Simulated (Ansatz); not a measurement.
CH3AlFNS can be A, `N[C]1(F)[AlH][S]1`, or B, `F[CH]1[NH][Al]1[SH]`.

Program: Ansatz. Geometries: PBE0-D4/def2-TZVP. ΔE: electronic, gas phase. CCSD(T)/CBS adds triple-zeta CCSD(T) − MP2 to the extrapolated MP2 energy (def2 sets, frozen cores). DFT in def2-TZVPP. B3LYP here is the variant with VWN-RPA as its local correlation; programs differ in this. One conformer a species, not always the lowest.

Question: Which is lower in electronic energy at CCSD(T)/CBS, and by how much? (An estimate is asked.)

Answer: The calculation gave: B, by 16.9 kcal/mol.

Question: Give E(B) − E(A) in kcal/mol with r2SCAN-D4, CCSD(T)/def2-SVP, ωB97M-V, BLYP-D4, CCSD(T)/def2-TZVPP, HF/def2-TZVPP, B3LYP. (Estimate.)

Answer: The calculation gave: r2SCAN-D4 -16.5, CCSD(T)/def2-SVP -17.8, ωB97M-V -16.8, BLYP-D4 -15.9, CCSD(T)/def2-TZVPP -18.1, HF/def2-TZVPP -19.2, B3LYP -18.0. None reverses the order clearly.

Question: Does the order hold for the free energy at 298.15 K (harmonic terms from PBE0-D4)? (Estimate.)

Answer: The calculation gave: Yes: G(B) − G(A) = -16.8 kcal/mol, for one conformer each.

Largest T1 diagnostic: 0.015.

At CCSD(T), def2-SVP lies −0.9 kcal/mol from the extrapolated value and def2-TZVPP −1.2 kcal/mol. In def2-TZVPP, CCSD(T) changes the Hartree–Fock value by +1.1 kcal/mol (the triples alone add +0.9 kcal/mol) and MP2 by +1.2 kcal/mol.
